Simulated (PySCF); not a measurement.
Computed with PBE0 in PySCF with Ti def2-TZVP, H def2-TZVP; no relativity; density-fitted integrals. Open shells, if any, are unrestricted.

Q: What shape and geometry does isolated doublet TiH₃ take (every ligand bound to Ti)?

A: Formally Ti is in oxidation state +3, d1, with 1 unpaired electron. The Mulliken spin on Ti is 1.18. The polar-tensor charge on Ti, 1.27, is far below the formal one. The lowest minimum found is a doublet of C3v symmetry with Ti–H 1.730 Å (×3); H–Ti–H 118.3° (×3). Its harmonic wavenumbers are 194 (a1), 655 (e), 1666 (e), 1700 (a1) cm⁻¹ and its dipole moment is 1.28 D.

Other isomers or separated fragments may lie lower. Open d and f shells are described by one determinant, and the ground state may have another occupation or spin.
